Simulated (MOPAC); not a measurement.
MOPAC input (PM3):

```
PM3 FORCE THERMO(298,298) PRECISE LET CHARGE=1 GEO-OK AUX(PRECISION=9) THREADS=1
CH9OSi2

C     2.41540655 1    0.68478373 1   -0.07277451 1
Si    0.96277779 1   -0.38612746 1   -0.42297520 1
O    -0.43444465 1    0.52395206 1    0.12634583 1
Si   -1.97311031 1   -0.24960081 1    0.40908138 1
H     2.34837726 1    1.66549164 1   -0.55977515 1
H     2.57198354 1    0.86342493 1    0.99765049 1
H     3.33841867 1    0.21634329 1   -0.44715401 1
H     0.71446939 1   -0.62623987 1   -1.87413139 1
H     0.90597637 1   -1.64400095 1    0.37783665 1
H    -0.32576032 1    1.45092642 1    0.33973365 1
H    -1.94984332 1   -1.44997339 1   -0.47027244 1
H    -3.02177389 1    0.73054889 1    0.02391727 1
H    -2.02224614 1   -0.59394731 1    1.85482712 1
```

From the output:

```
     H   13   2.110250

          HEAT OF FORMATION =      64.899432 KCALS/MOLE

          ZERO POINT ENERGY      56.050 KCAL/MOL

           NORMAL COORDINATE ANALYSIS (Total motion = 1 Angstrom)

   Root No.       1         2         3         4         5         6         7         8

                 1 A       2 A       3 A       4 A       5 A       6 A       7 A       8 A

                  13.7      47.2      77.3     126.1     196.8     236.0     483.8     558.1

           1    0.0018   -0.0010   -0.0010    0.0060   -0.0402    0.0263   -0.0013   -0.0192
           2    0.0113   -0.0009    0.0063   -0.0615   -0.0545    0.0295    0.0001   -0.0033
           3   -0.0518    0.0259    0.0061   -0.0030    0.0037    0.0014   -0.0120   -0.0000
           4    0.0017   -0.0011   -0.0006    0.0040   -0.0378    0.0232    0.0000    0.0029
           5   -0.0019    0.0019   -0.0046    0.0458    0.0084   -0.0028   -0.0013   -0.0212
           6    0.0142   -0.0225   -0.0156   -0.0088    0.0062    0.0020    0.0310   -0.0014
           7    0.0179   -0.0017    0.0040   -0.0198    0.0338   -0.0372   -0.0031   -0.0005
           8   -0.0065    0.0021   -0.0059    0.0506   -0.0107    0.0087    0.0001    0.0127
           9    0.0741    0.0001    0.0109    0.0236   -0.0242   -0.0539   -0.0121    0.0030
          10   -0.0120    0.0024   -0.0010    0.0013    0.0352   -0.0197    0.0018    0.0074
          11   -0.0003   -0.0024    0.0042   -0.0392    0.0247   -0.0166    0.0006    0.0294
          12   -0.0283    0.0101    0.0046   -0.0018   -0.0037    0.0087   -0.0038    0.0018
          13   -0.0240    0.0208    0.0206   -0.0259   -0.0682    0.0430   -0.0880   -0.0311
          14    0.0041   -0.0309    0.2286   -0.0691   -0.0806    0.0331    0.0091   -0.0040
          15   -0.0600    0.0559   -0.1233   -0.0141    0.0053    0.0080   -0.0640   -0.0077
          16    0.0367   -0.0255   -0.0150   -0.0264   -0.0605    0.0400    0.0948   -0.0031
          17    0.0256    0.0299   -0.2216   -0.1114   -0.0724    0.0555   -0.0061   -0.0043
          18   -0.0615    0.0522   -0.0952   -0.0111    0.0054    0.0068   -0.0635   -0.0077
          19   -0.0079    0.0021   -0.0089    0.0739    0.0150   -0.0067   -0.0110   -0.0145
          20    0.0133   -0.0037    0.0268   -0.0856   -0.0763    0.0417    0.0019   -0.0052
          21   -0.0776    0.0006    0.2782    0.0235   -0.0021   -0.0122   -0.0476   -0.0073
          22   -0.0495    0.0329    0.0055    0.0323   -0.0516    0.0118    0.2163    0.0091
          23   -0.0425   -0.0223   -0.0255    0.0396    0.0096    0.0173   -0.1248   -0.0015
          24    0.0209   -0.0503   -0.0280   -0.0247    0.0150    0.0170   -0.1414    0.0041
          25    0.0450   -0.0325   -0.0108    0.0218   -0.0276    0.0494   -0.2130   -0.0697
          26    0.0304    0.0282    0.0121    0.0965   -0.0090    0.0038    0.1236   -0.0983
          27    0.0216   -0.0498   -0.0276   -0.0237    0.0186    0.0130   -0.1400   -0.0004
          28    0.0360   -0.0059    0.0097   -0.0004    0.1127    0.0773    0.0047   -0.0321
          29   -0.0091    0.0020   -0.0100    0.0659   -0.0005   -0.0164    0.0042   -0.0273
          30    0.1499   -0.0159    0.0479    0.0295    0.2302    0.4495    0.0011    0.0278
          31    0.0304    0.0314    0.0110   -0.0655    0.0834   -0.0501   -0.0017   -0.2297
          32    0.0404    0.0703    0.0150   -0.0900    0.0611   -0.0325    0.0025   -0.1447
          33    0.0119    0.2168    0.0132   -0.0095   -0.0022    0.0412    0.0148    0.0369
          34   -0.0030   -0.0810   -0.0101    0.0845   -0.0181   -0.0133   -0.0264    0.2788
          35    0.0629    0.1275    0.0147   -0.0568    0.0346   -0.0231   -0.0067   -0.0028
          36   -0.1199   -0.1383   -0.0064   -0.0105    0.0042    0.0141    0.0190   -0.0748
          37   -0.0832    0.0612   -0.0070   -0.0005    0.0288    0.0280    0.0402    0.0415
          38   -0.0964   -0.2071   -0.0091   -0.0424    0.0287   -0.0268    0.0148   -0.1015
          39   -0.0490   -0.0388    0.0016   -0.0024   -0.0028    0.0050   -0.0004   -0.0291

   Root No.       9        10        11        12        13        14        15        16

                 9 A      10 A      11 A      12 A      13 A      14 A      15 A      16 A

                 588.3     637.6     653.3     703.5     786.6     822.1     841.9     850.4

           1   -0.0074   -0.0377    0.0982   -0.0323    0.0007   -0.0042   -0.0003    0.0010
           2   -0.0014   -0.0065    0.0071    0.0209   -0.0029    0.0241    0.0306   -0.0010
           3   -0.0007   -0.0019   -0.0022   -0.0007    0.0004    0.0003    0.0022   -0.0009
           4    0.0016    0.0122   -0.0430    0.0328    0.0105    0.0003   -0.0092   -0.0048
           5   -0.0055   -0.0113    0.0032    0.0261   -0.0235   -0.0144   -0.0124    0.0059
           6    0.0050    0.0091    0.0081    0.0031   -0.0021   -0.0003   -0.0010    0.0003
           7    0.0011   -0.0151   -0.0019    0.0202   -0.0525   -0.0047   -0.0131   -0.0008
           8    0.0033    0.0114   -0.0080   -0.0231    0.0584    0.0079    0.0031   -0.0028
           9    0.0118   -0.0200   -0.0182   -0.0157    0.0172    0.0016    0.0047   -0.0028
          10   -0.0006    0.0121    0.0003   -0.0161    0.0328   -0.0145    0.0167    0.0011
          11    0.0061    0.0020    0.0060   -0.0048   -0.0057   -0.0046    0.0007   -0.0022
          12   -0.0201    0.0087    0.0072    0.0069   -0.0090    0.0011   -0.0015   -0.0134
          13    0.0297    0.0283    0.0702   -0.0998   -0.0018   -0.0756   -0.0943    0.0087
          14    0.0003    0.0193   -0.0227   -0.0479   -0.0023   -0.0369   -0.0420    0.0026
          15    0.0183    0.0156    0.0089    0.0033   -0.0022    0.0002   -0.0022    0.0013
          16   -0.0404   -0.0383    0.0270   -0.0998    0.0031   -0.0585   -0.0573   -0.0005
          17    0.0014    0.0203   -0.0244   -0.0502   -0.0024   -0.0384   -0.0438    0.0028
          18    0.0184    0.0140    0.0135    0.0031    0.0001   -0.0015   -0.0045    0.0014
          19   -0.0081   -0.0816    0.1369    0.1359   -0.0013    0.1276    0.1586   -0.0047
          20    0.0004    0.0152   -0.0154   -0.0445   -0.0024   -0.0311   -0.0361    0.0016
          21    0.0174    0.0144    0.0128    0.0045   -0.0010    0.0000   -0.0022    0.0011
          22   -0.1007   -0.0386   -0.1678   -0.1346   -0.1567    0.0178    0.1206    0.0647
          23   -0.1272   -0.1251   -0.1771   -0.1683   -0.1392    0.0418    0.0032   -0.0647
          24   -0.0033   -0.0234   -0.0168   -0.0089    0.0202    0.0163   -0.0540   -0.0647
          25    0.0957    0.1514   -0.0231   -0.0832   -0.1728    0.0155    0.1237    0.0634
          26    0.1126    0.1922    0.0787   -0.0753   -0.1837    0.0388   -0.0034   -0.0645
          27   -0.0024   -0.0166   -0.0203   -0.0088   -0.0127   -0.0156    0.0582    0.0638
          28   -0.0065   -0.0099   -0.0019   -0.0058   -0.0512   -0.0014   -0.0141   -0.0074
          29   -0.0003    0.0171   -0.0048   -0.0467    0.0485    0.0110   -0.0015   -0.0092
          30   -0.0041   -0.0286   -0.0260   -0.0102    0.0301    0.0000    0.0082   -0.0033
          31   -0.0982    0.0496   -0.0223   -0.0322    0.0926    0.1636   -0.0806    0.0241
          32   -0.0390    0.0145   -0.0207   -0.0199    0.0534    0.1213   -0.0687    0.0934
          33    0.1045   -0.0635   -0.0298   -0.0033    0.0049   -0.0151   -0.0074    0.3055
          34   -0.0726    0.0767    0.0904   -0.0229   -0.0742    0.1800   -0.1033    0.1333
          35   -0.0545    0.0347    0.0162    0.0012    0.0425   -0.0252    0.0599   -0.1090
          36    0.0997   -0.0677   -0.0487   -0.0016   -0.0263   -0.0442   -0.0359    0.0943
          37    0.2458   -0.1258   -0.0615   -0.0601   -0.0173    0.1514   -0.0498   -0.1761
          38    0.0543   -0.0318   -0.0422   -0.0212    0.1065    0.0361    0.0461    0.1002
          39   -0.0061   -0.0015   -0.0060    0.0028    0.0187    0.0084    0.0085    0.0218

   Root No.      17        18        19        20        21        22        23        24

                17 A      18 A      19 A      20 A      21 A      22 A      23 A      24 A

                 857.8     859.1     863.5     945.6    1182.9    1328.2    1395.9    1400.0

           1   -0.0004   -0.0006    0.0007   -0.0021   -0.0042   -0.0576    0.0085    0.0004
           2    0.0013    0.0149   -0.0011    0.0015    0.0038   -0.0059   -0.0426   -0.0083
           3   -0.0063   -0.0020    0.0576    0.0009    0.0004    0.0010    0.0085   -0.0425
           4    0.0044    0.0046    0.0013   -0.0109    0.0109   -0.0043    0.0000    0.0000
           5   -0.0066   -0.0142   -0.0004   -0.0487    0.0033   -0.0006   -0.0006   -0.0001
           6    0.0022    0.0003   -0.0170   -0.0003   -0.0023    0.0000    0.0000   -0.0002
           7    0.0122   -0.0113    0.0015    0.1051   -0.0501    0.0014    0.0001    0.0001
           8   -0.0052    0.0018   -0.0018    0.1077   -0.0539    0.0018    0.0001    0.0001
           9   -0.0034    0.0027   -0.0008   -0.0241    0.0108   -0.0002    0.0000   -0.0000
          10   -0.0013    0.0121   -0.0002   -0.0465    0.0021   -0.0003   -0.0001   -0.0000
          11   -0.0089    0.0093   -0.0008   -0.0127    0.0108   -0.0004   -0.0001   -0.0000
          12    0.0006   -0.0073   -0.0007    0.0124   -0.0008    0.0000    0.0000    0.0000
          13    0.0233   -0.0329   -0.2561   -0.0180    0.0060    0.2652   -0.1015   -0.1394
          14   -0.0034   -0.0216    0.0026   -0.0081    0.0057    0.0992    0.3099   -0.1810
          15    0.0092    0.0033   -0.0829   -0.0019    0.0015    0.0696   -0.2563    0.0307
          16   -0.0340   -0.0430    0.2786   -0.0077    0.0105    0.2639   -0.1340    0.1137
          17   -0.0032   -0.0224   -0.0007   -0.0087    0.0058    0.0864    0.2787    0.2647
          18    0.0090    0.0023   -0.0839   -0.0010   -0.0034   -0.0838    0.2083    0.0608
          19    0.0096    0.0779   -0.0249    0.0151    0.0288    0.2900    0.1321    0.0209
          20   -0.0020   -0.0174    0.0014   -0.0083   -0.0064   -0.1109   -0.0655    0.0172
          21    0.0077    0.0026   -0.0690   -0.0001    0.0017    0.0024   -0.0544    0.4223
          22   -0.0675   -0.0604   -0.1187    0.0016   -0.0101   -0.0073    0.0013    0.0016
          23    0.1214    0.1217   -0.0042   -0.0631   -0.0201    0.0038    0.0019    0.0025
          24    0.0951    0.0938    0.0412   -0.0194    0.0047   -0.0049    0.0021   -0.0011
          25   -0.0856   -0.0701    0.0743    0.0137   -0.0136   -0.0070    0.0016   -0.0013
          26    0.1246    0.1164    0.0512   -0.0458   -0.0404    0.0041    0.0019   -0.0020
          27   -0.1003   -0.0937   -0.0020    0.0149   -0.0020    0.0050   -0.0013   -0.0014
          28    0.0126   -0.0083   -0.0023    0.2013    0.4554   -0.0139   -0.0019   -0.0010
          29   -0.0043    0.0033   -0.0034    0.2075    0.4812   -0.0137   -0.0020   -0.0014
          30   -0.0021   -0.0001   -0.0084   -0.0416   -0.0955    0.0018   -0.0007    0.0007
          31   -0.0816    0.0044   -0.0086   -0.0478   -0.0475    0.0020    0.0005    0.0002
          32   -0.0342    0.0099   -0.0002   -0.0174   -0.0141    0.0009    0.0006    0.0001
          33    0.1131    0.0367    0.0248    0.0163    0.0171   -0.0009   -0.0003   -0.0001
          34    0.0015   -0.0392    0.0065   -0.1043    0.0425   -0.0008    0.0000   -0.0001
          35    0.0897   -0.1059    0.0027   -0.0251    0.0030   -0.0001   -0.0002    0.0000
          36   -0.1302    0.1717   -0.0071    0.0662   -0.0188    0.0004   -0.0001    0.0000
          37   -0.0527   -0.1058   -0.0120   -0.0987    0.0120    0.0010    0.0004   -0.0001
          38    0.2122   -0.1533    0.0232   -0.0457    0.0020    0.0002   -0.0000   -0.0001
          39    0.0516   -0.0397    0.0054    0.0000    0.0041   -0.0001    0.0002   -0.0000

   Root No.      25        26        27        28        29        30        31        32

                25 A      26 A      27 A      28 A      29 A      30 A      31 A      32 A
```

The dipole moment of an ion depends on the origin.
